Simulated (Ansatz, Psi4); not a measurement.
Here is a job for Ansatz (an electronic-structure program).
Ansatz 0.2 input:
```yaml
crystal:
  periodic: [false, false, false]
  atoms:
    - {symbol: C, position_ang: [0.00000000, 0.00000000, 0.00000000]}
basis:
  gaussian:
    orbitals: def2-SVPD
hamiltonian:
  xc: r2scan
magnetization: {spin_polarized: true, initial_magnetization: 2}
accuracy: high
```

Question: Convert this to an input for Psi4.

Answer: Several could match; the one computed here: 
```
memory 2 GB

molecule {
0 3
  C     0.00000000    0.00000000    0.00000000
}

set basis def2-svpd
set reference uks
set scf_type pk
set puream true
set d_convergence 1e-8
set dft_radial_points 99
set dft_spherical_points 590

energy('r2scan')
print_variables()
```

Both were run: Ansatz gave -37.788279 Eh and Psi4 -37.788268 Eh, 0.011 mEh apart.
